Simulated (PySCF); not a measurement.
This PySCF input asks for the NMR shieldings of SMILES C/C=C/O[SiH2]c1cccs1, C7H10OSSi; the geometry comes from GFN2-xTB.

```python
import basis_set_exchange as bse
import numpy as np
from pyscf import gto, dft
from pyscf.prop import nmr

atoms = """
C    -4.284356    0.506083   -0.296136
C    -2.871416    0.051071   -0.147579
C    -1.819321    0.806166   -0.414378
O    -0.527539    0.442645   -0.292713
Si    0.153769   -0.948494    0.195594
C     1.966450   -0.538398    0.066527
C     2.608918    0.593782   -0.337395
C     4.015859    0.498900   -0.284004
C     4.434057   -0.712362    0.163299
S     3.113528   -1.753025    0.523683
H    -4.802730    0.443347    0.660086
H    -4.326204    1.532307   -0.650772
H    -4.815562   -0.132120   -1.001302
H    -2.718683   -0.959376    0.203107
H    -1.920360    1.825742   -0.768546
H    -0.211519   -1.281454    1.576861
H    -0.198647   -2.066877   -0.685406
H     2.079961    1.471150   -0.663914
H     4.681961    1.295473   -0.565200
H     5.436686   -1.063879    0.305453
"""
names = dict.fromkeys(["C", "O", "Si", "S", "H"], "pcSseg-1")
basis = {el: gto.basis.parse(bse.get_basis(n, elements=[el], fmt="nwchem")) for el, n in names.items()}
mol = gto.M(atom=atoms, basis=basis, charge=0, verbose=0)
mf = dft.RKS(mol, xc="PBE0")
mf.grids.level = 2
mf.grids.alignment = dft.numint.BLKSIZE   # the property module wants whole blocks of grid points
mf.conv_tol = 1e-9
mf.kernel()

calc = nmr.RKS(mf)   # GIAO
C = mf.mo_coeff
Co = C[:, mf.mo_occ > 0]
resp = mf.gen_response(singlet=True, hermi=2)
def vind(x):   # induced exchange potential for any number of trial vectors
    d = np.einsum("pi,xij,qj->xpq", C, 2 * x.reshape(-1, C.shape[1], Co.shape[1]), Co, optimize=True)
    return np.einsum("xpq,pi,qj->xij", resp(d - d.transpose(0, 2, 1)), C, Co, optimize=True).ravel()
mo1, _ = nmr.rhf.solve_mo1(calc, with_cphf=vind)
sigma = calc.kernel(mo1)
for i, s in enumerate(sigma):   # ppm
    w = np.linalg.eigvalsh((s + s.T) / 2)
    print("%2d %-2s iso %8.1f  s11 %8.1f  s22 %8.1f  s33 %8.1f" % (i, mol.atom_pure_symbol(i), w.mean(), *w))
```

Q: What does it print?

A: 
```
 0 C  iso    171.3  s11    158.7  s22    167.6  s33    187.7
 1 C  iso     78.3  s11    -15.7  s22     95.6  s33    155.1
 2 C  iso     36.9  s11    -63.8  s22     80.6  s33     94.0
 3 O  iso    245.6  s11    171.3  s22    259.8  s33    305.6
 4 Si iso    387.3  s11    350.9  s22    359.3  s33    451.6
 5 C  iso     48.8  s11    -24.5  s22     24.7  s33    146.3
 6 C  iso     46.7  s11    -40.5  s22     30.5  s33    150.2
 7 C  iso     55.3  s11    -27.7  s22     41.0  s33    152.6
 8 C  iso     44.5  s11    -48.0  s22     38.4  s33    143.2
 9 S  iso    256.4  s11     92.1  s22    270.6  s33    406.6
10 H  iso     29.8  s11     25.3  s22     27.8  s33     36.5
11 H  iso     30.1  s11     26.2  s22     29.2  s33     34.9
12 H  iso     29.8  s11     25.3  s22     27.8  s33     36.5
13 H  iso     26.7  s11     23.5  s22     25.9  s33     30.8
14 H  iso     25.0  s11     21.1  s22     25.4  s33     28.7
15 H  iso     26.1  s11     21.8  s22     26.3  s33     30.2
16 H  iso     26.1  s11     21.8  s22     26.2  s33     30.2
17 H  iso     24.0  s11     19.7  s22     24.4  s33     28.0
18 H  iso     24.3  s11     21.1  s22     24.8  s33     27.1
19 H  iso     24.1  s11     21.3  s22     23.7  s33     27.2
```

These numbers come from an equivalent density-fitted implementation of the same equations, which agrees with the script to about 0.01 ppm for H and up to a few tenths of a ppm for heavy atoms, so last digits may differ.

Q: Turn these shieldings into chemical shifts. δ = σ(ref) − σ, references computed at the same level: ¹³C (σ = 186.93 ppm), ²⁹Si (σ = 349.16 ppm), ¹H (σ = 31.72 ppm) against TMS; ¹⁷O (σ = 336.08 ppm) vs H2O; CS2 for ³³S (σ = 503.73 ppm).

A: Averaging equivalent atoms: C 2: 150.0; C 8: 142.4; C 6: 140.2; C 5: 138.1; C 7: 131.6; C 1: 108.6; C 0: 15.6; O 3: 90.5; Si 4: -38.1; S 9: 247; H 17: 7.69; H 19: 7.63; H 18: 7.38; H 14: 6.67; H 15/16: 5.64; H 13: 4.97; H 10/11/12: 1.80 ppm. Experimental scales use liquid or dissolved standards, which lie at an offset from isolated H2O (liquid H2O: subtract about 36 ppm).

Size and cost of the density-fitted run: 234 basis functions, 2.8 min wall time (2.1 min CPU) on 1 thread of an Intel Xeon, shared host; peak memory 1.1 GiB.
